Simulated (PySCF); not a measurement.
**Electron correlation in Mo (molybdenum, neutral)**

[Kr] 4d5 5p1, high-spin 7P determinant (an excited configuration). All numbers are calculated (PySCF 2.14, the spin-free X2C one-electron Hamiltonian (Gaussian nucleus), in aug-cc-pVTZ-DK). Frozen: [Kr]; 6 electrons correlated.

```tsv
level	correlation energy (mhartree)
CCSD	-79.65
(T)	-2.39
CCSD(T)	-82.04
```

Diagnostics: T1 = 0.016, D1 = 0.0507, largest double amplitude 0.050.

Question: Is a single reference adequate?

Answer: Yes, within this model without spin-orbit coupling: T1 lies below 0.03 and no double amplitude reaches 0.07.
